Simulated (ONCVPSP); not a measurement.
# antimony (Sb): one change to an ONCV potential, before and after

ONCVPSP 4.0.1 input, shortened (lines: element, Z, core and valence counts, functional; n l f; lmax; l rc ep ncon nbas qcut; lloc lpopt rc5 dvloc0; l nproj debl; icmod fcfact rcfact), PBEsol, fully relativistic:

```
  Sb 51.00    6    5  -116133      upf
    1    0    2.00
    2    0    2.00
    2    1    6.00
    3    0    2.00
    3    1    6.00
    3    2   10.00
    4    0    2.00
    4    1    6.00
    4    2   10.00
    5    0    2.00
    5    1    3.00
    2
    0    1.20    0.00    4    8    9.30
    1    1.45    0.00    5    8   10.50
    2    1.40    0.00    4    9   12.90
    4    4    1.10    1.00
    0    2    1.20
    1    2    0.50
    2    2    1.20
    3    3.00    1.30
```

Open shells are filled in proportion to 2j + 1.

In the d channel the program set the typed energies aside and used -1.210, 0.250 Ha (j = l + 1/2; the other j can differ).

Change: s: qcut 6.7.

Cutoffs: the cutoffs (Ha) at which the residual kinetic energy of the hardest occupied pseudo-wave falls to 1 and 0.1 mHa per electron; they do not see the model core or the augmentation charge, which bear on the density cutoff. Errors are all-electron minus pseudo energies relative to the spin-unpolarised reference configuration.

Task: How do hardness, ghosts and transferability respond?

Result: The potential gets harder (49 Ha and 58 Ha → 98 Ha and 126 Ha); of the 4 tests that both files solve, the error grows in 1 and shrinks in 0 by more than 15 % and 0.3 meV (median size 0.9 → 1.2 meV); neither file shows a bound ghost.

```csv
quantity,base,changed
"cutoff, loose",49 Ha,98 Ha
"cutoff, tight",58 Ha,126 Ha
loose cutoff by channel,"s 36 Ha, p 34 Ha, d 49 Ha","s 98 Ha, p 34 Ha, d 49 Ha"
bound ghosts,none,none
GHOST(+) flags under 300 eV,none,none
"error for 4s2 4p6 4d10 5s2 5p2, meV [ΔE 8.36 eV]",+0.3,+0.3
"error for 4s2 4p6 4d10 5s2 5p1, meV [ΔE 24.39 eV]",+0.8,+0.9
"error for 4s2 4p6 4d10 5s2 5p0, meV [ΔE 48.87 eV]",+1.0,+1.5
"error for 4s2 4p6 4d9 5s2 5p3, meV [ΔE 40.66 eV]",+7.9,+7.2
s: phases at 1.22 bohr within 0.05 rad from the reference energy up to (Ha; the scan ends near 5),to the end of the scan,to the end of the scan
p3/2: phases at 1.47 bohr within 0.05 rad from the reference energy up to (Ha; the scan ends near 5),to the end of the scan,to the end of the scan
p1/2: phases at 1.47 bohr within 0.05 rad from the reference energy up to (Ha; the scan ends near 5),to the end of the scan,to the end of the scan
d5/2: phases at 1.42 bohr within 0.05 rad from the reference energy up to (Ha; the scan ends near 5),to the end of the scan,to the end of the scan
d3/2: phases at 1.42 bohr within 0.05 rad from the reference energy up to (Ha; the scan ends near 5),to the end of the scan,to the end of the scan
"rms error of d²Exc/dni dnj with the model core, mHa",4.88,4.67
```
